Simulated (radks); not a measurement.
Results of a calculation; reference values are marked as such.
Species: Gd+. Configuration: [Xe] 4f7 5d1 6s1.

Code: a radial shooting solver on a logarithmic mesh with Libxc functionals. Model: scalar-relativistic Kohn-Sham, r2SCAN, spin-polarised, spherical densities, finite nucleus; open shells are filled with parallel spins first (spin-orbit coupling, left out, can overturn this in heavy ions); meta-GGA in the generalised Kohn-Sham scheme; Fermi nuclear charge, rms radius 5.1569 fm.

Energy parts (eV):
total: -306718.31
kinetic: 329323.99
electron-nucleus: -747803.21
Hartree: 118547.52
exchange-correlation: -6786.61

Orbitals (lengths in bohr, moments of r in powers of bohr; r(max) is where P^2 peaks):
orbital  occ.  eigenvalue (eV)      <r^4>   r(max)
1s up       1        -50176.21  1.143e-06  0.01392
1s down     1        -50176.20  1.143e-06  0.01392
2s up       1        -8310.655  0.0001817  0.07897
2s down     1        -8310.617  0.0001816  0.07897
2p up       3        -7392.950  0.0001359  0.06395
2p down     3        -7392.907  0.0001359  0.06395
3s up       1        -1855.871   0.007011   0.2240
3s down     1        -1852.524   0.006977   0.2239
3p up       3        -1570.071   0.007371   0.2199
3p down     3        -1566.715   0.007327   0.2198
3d up       5        -1192.394   0.005916   0.1804
3d down     5        -1189.764   0.005864   0.1802
4s up       1        -385.3753     0.1731   0.5159
4s down     1        -377.3569     0.1731   0.5156
4p up       3        -290.7150     0.2266   0.5383
4p down     3        -282.6679     0.2271   0.5379
4d up       5        -159.2466     0.3579   0.5594
4d down     5        -151.1329     0.3643   0.5589
5s up       1         -58.8239      5.809    1.192
5s down     1         -54.6586      6.405    1.211
5p up       3         -35.4943      11.53    1.346
5p down     3         -32.2701      12.35    1.373
4f up       7         -17.2087      2.428   0.5672
6s up       1         -10.0001      308.5    3.205
4f down     0          -9.7637      3.865   0.5703
5d up       1          -8.9606      106.1    1.891
6p up       0          -5.9841      700.4    3.880

The highest occupied level is 5d up at -8.961 eV. The configuration is held as typed, so some empty levels lie below it. Summed over all electrons, <r^2> = 58.21 bohr^2, which gives a Langevin (diamagnetic) susceptibility term of -46.1 x 10^-6 cm^3/mol. Spin moment in Bohr magnetons: 9. The electron density at the nucleus is 6.579e+05 e/bohr^3 (large components only). The density falls to 0.001 e/bohr^3 at r = 4.57 bohr.
